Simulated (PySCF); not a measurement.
# IrOF₂, quartet: data card

Computed with PySCF, UPBE0, basis Ir def2-SVP with ECP60, O def2-SVP, F def2-SVP (scalar-relativistic core potentials, no spin–orbit coupling, density fitting).

The structure is a minimum.

```xyz
4
charge 0 multiplicity 4, angstrom
Ir    0.0000    0.0000   -0.0689
O     0.0000    0.0000    1.6555
F     1.8404    0.0000   -0.3505
F    -1.8404    0.0000   -0.3505
```

```
Point group                                                                   : C2v
Bond lengths                                                                  : Ir–F 1.862 Å (×2), Ir–O 1.724 Å
Bond angles                                                                   : F–Ir–F 162.6°, F–Ir–O 98.7° (×2)
Zero-point energy                                                             : 17.3 kJ/mol
Dipole moment                                                                 : 1.84 D
Entropy at 298.15 K and 1 bar (electronic part: spin only)                    : 320.9 J/(mol K)
Rotational constants                                                          : 0.3411, 0.131, 0.09464 cm⁻¹
Spin squared ⟨S²⟩                                                             : 3.762
Highest occupied level (α)                                                    : -8.35 eV
Lowest empty level (β)                                                        : -4.80 eV
Principal quadrupole moments (Buckingham, traceless) about the centre of mass : -7.80, 3.38, 4.41 D Å
Atomisation energy without zero-point energy                                  : 1205 kJ/mol
Enthalpy at 298.15 K above 0 K                                                : 15.18 kJ/mol
Heat capacity Cp at 298.15 K                                                  : 65.5 J/(mol K)
Rotational symmetry number                                                    : 2
Principal polarisabilities                                                    : 25.8, 36.8, 37.0 bohr³
```

Harmonic modes (masses in u: Ir 192.963, O 15.995, F 18.998):
```csv
symmetry,ω (cm⁻¹),IR (km/mol)
b1,171,9.4
b2,192,5.1
a1,210,6.7
a1,678,11.1
b2,705,157
a1,935,7.3
```

In C2v the vibrations span b1 + 2b2 + 3a1. Here b1 is antisymmetric to the molecular plane and b2 lies in it.

Charges (e):
```
atom  Mulliken  Löwdin  polar tensor  spin (Mulliken)  Mayer order to Ir1
 Ir1      0.97    0.39          1.36             1.79                   –
  O2     -0.23   -0.03         -0.30             0.87                1.89
F3,4     -0.37   -0.18         -0.53             0.17                0.93
```

Mulliken populations on Ir1 (electrons outside its core potential): s 2.74, p 6.30, d 6.92, f 0.08.

Formally Ir is in oxidation state +4, d5, with 3 unpaired electrons (the high-spin count would be 5). The Mulliken spin on Ir is 1.79. The polar-tensor charge on Ir, 1.36, is far below the formal one.

Other isomers or separated fragments may lie lower. Other spin states or occupations of the open shell can lie lower. At this level a doublet minimum of C2v symmetry lies 38 kJ/mol below this structure. Spin–orbit coupling, left out here, can matter for elements this heavy.

The final relaxation and frequency run took of the order of 80 core-seconds on a shared host.
